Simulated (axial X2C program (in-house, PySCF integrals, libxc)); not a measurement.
Nuclear properties of SCoS²⁺

Computed with an in-house all-electron X2C program for linear molecules (integrals from PySCF): two-component X2C with atomic mean-field Coulomb and Gaunt terms, Gaussian nuclei, basis S dyall-av3z, Co dyall-v3z with contracted cores.

S–Co–S held linear, with bonds 2.341 and 2.341 Å (a rough geometry, not the PBE0 minimum).

Input and command:
```json
{"zs": [16, 27, 16], "q": 2, "bas": ["dyall-av3z", "dyall-v3z", "dyall-av3z"], "r0": [1.97, 1.97], "symm": 1, "scan": ["PBE0", "HF", "B3LYP"], "levels": ["PBE0", "HF", "BHandHLYP"], "nst": 2}
```
```bash
python solin.py task.json out
```

Keys: zs atomic numbers; q charge; bas basis sets; r0 starting distance in Å; symm equal bonds; scan levels of the two-bond scan; levels methods; nst determinants followed.

Determinant lowest in the PBE0 search, Ω = 13/2 (⟨Sz⟩ = 3.50, ⟨Lz⟩ = 3.00 at PBE0), spin on the atoms S 1.00, Co 1.50, S 1.00:

```json
{"level": "PBE0", "A∥/gI S (MHz)": "-37.5", "qzz S (a.u.)": "-2.37", "A∥/gI Co (MHz)": "331", "qzz Co (a.u.)": "-0.81"}
{"level": "HF", "A∥/gI S (MHz)": "-28.1", "qzz S (a.u.)": "-2.73", "A∥/gI Co (MHz)": "268", "qzz Co (a.u.)": "-0.80"}
{"level": "BHandHLYP", "A∥/gI S (MHz)": "-31.6", "qzz S (a.u.)": "-2.55", "A∥/gI Co (MHz)": "304", "qzz Co (a.u.)": "-0.72"}
```

Determinant 0.18 eV from it at PBE0 and this distance, Ω = 1/2 (⟨Sz⟩ = 3.50, ⟨Lz⟩ = -3.00 at PBE0), spin on the atoms S 1.00, Co 1.50, S 1.00:

```csv
level,A∥/gI S (MHz),qzz S (a.u.),A∥/gI Co (MHz),qzz Co (a.u.)
PBE0,-527,-2.36,-1970,-0.82
HF,-380,-2.73,-2660,-0.80
BHandHLYP,-432,-2.55,-2290,-0.73
```

A∥ (defined per Ω) follows by multiplying with gI = μI/(I μN); qzz is the electric field gradient, eQq0 = 234.96 MHz × Q/barn × qzz. The operators were transformed with the bare-nucleus X2C matrices; with these basis sets, hyperfine constants and field gradients can be off by tens of per cent, and where levels differ in sign neither size nor sign is settled.

Q: With gI(33S) = 0.4292, Q(33S) = -0.0694 barn, gI(59Co) = 1.3220, Q(59Co) = 0.42 barn (g factors from the IAEA table of nuclear moments by Stone; Q from Pyykkö, Mol. Phys. 2018), turn the PBE0 values of the first state into constants in MHz.

A: A∥(33S) = -37.5 × 0.4292 = -16.1 MHz; eQq0(33S) = 234.96 × (-0.0694) × (-2.37) = 38.6 MHz; A∥(59Co) = 331 × 1.3220 = 438 MHz; eQq0(59Co) = 234.96 × (0.42) × (-0.81) = -79.9 MHz.

The molecule was held linear; bending was not examined, so a bent shape may lie lower.

Each state is one determinant with collinear spin, which with several unpaired electrons need not be a pure state. Unrestricted Hartree–Fock can overshoot spin polarisation at the nuclei. With several open shells hyperfine constants can be off by a factor of several. The search compared states at one distance, so a state with another bond length can lie lower. PBE0 term energies can be off by some tenths of an eV.
